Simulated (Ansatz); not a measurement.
Li11⁻. Charge -1, multiplicity 3. Geometry B3LYP/def2-SVPD, that of the charge -1 singlet; atoms count from 1.

Cartesian coordinates in Å:
```
Li 0.9850 2.2425 -1.2258
Li -2.2076 -0.7923 0.9077
Li -0.1812 -0.4447 -1.4791
Li -2.3777 1.8312 2.5894
Li 0.0888 0.8101 1.3245
Li 1.8223 0.3339 -3.5052
Li 2.4622 -0.1874 -0.4957
Li -0.9546 -0.9239 3.5335
Li 1.8474 -2.5668 -2.0561
Li -2.0212 1.7878 -0.4770
Li 0.5365 -2.0904 0.8838
```

At PBE0/def2-TZVPD a singlet of charge -1 lies 0.22 eV below the triplet at the same geometry. The structure comes from a short search, and lower isomers may exist.

Question: Estimate the Mulliken populations from the PBE0/def2-TZVPD orbitals of Ansatz.

Answer: 
```
atom  charge (e)  spin (α − β)
 Li1       -0.14          0.22
 Li2       -0.33          0.23
 Li3        0.52          0.13
 Li4       -0.28          0.18
 Li5        0.51          0.13
 Li6       -0.28          0.18
 Li7       -0.33          0.23
 Li8       -0.31          0.19
 Li9       -0.31          0.19
Li10       -0.14          0.22
Li11        0.09          0.10
```
Mulliken values and Mayer orders depend strongly on the basis. With diffuse functions, as here, like atoms can get unlike values, and bond orders can come out too low or too high.

Question: Where does the spin sit?

Answer: Summed by element: Li 2.00, of 2 unpaired in all. Largest on single atoms: Li2 0.23, Li7 0.23, Li1 0.22.

Question: And the Mayer bond orders between bonded heavy atoms (over 0.3)?

Answer: Li1–Li6 0.39 (3.09 Å); Li2–Li4 0.37 (3.12 Å); Li2–Li8 0.41 (2.91 Å); Li4–Li10 0.39 (3.09 Å); Li6–Li7 0.37 (3.12 Å); Li7–Li9 0.41 (2.91 Å). Values over 0.3 also appear between atoms too far apart for a bond (Li1–Li10 0.36 at 3.13 Å; Li4–Li8 0.48 at 3.24 Å; Li6–Li9 0.48 at 3.24 Å); they arise where an orbital or an unpaired electron spreads over both atoms.
